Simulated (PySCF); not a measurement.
B3LYP has the VWN-RPA correlation part, as in Gaussian. Delta-SCF ions had no search for a lower state. Excitations are Tamm–Dancoff values on a coarser integration grid. The basis has no diffuse functions, so Rydberg states are missing or too high.

Species: H₃Br₂GaSi, SMILES `[SiH3][Ga]([Br])[Br]` (charge 0, multiplicity 1).

Q: Predict the dipole moment, vertical ionisation energy (Delta-SCF) and brightest of the four lowest singlets (TDA) from PySCF with B3LYP-D3(BJ)/def2-TZVP.

A: 
```
Property                                      Result
-------------------------------------------  -------
dipole moment                                 2.60 D
vertical ionisation energy (Delta-SCF)       9.80 eV
brightest of the four lowest singlets (TDA)  5.47 eV
```
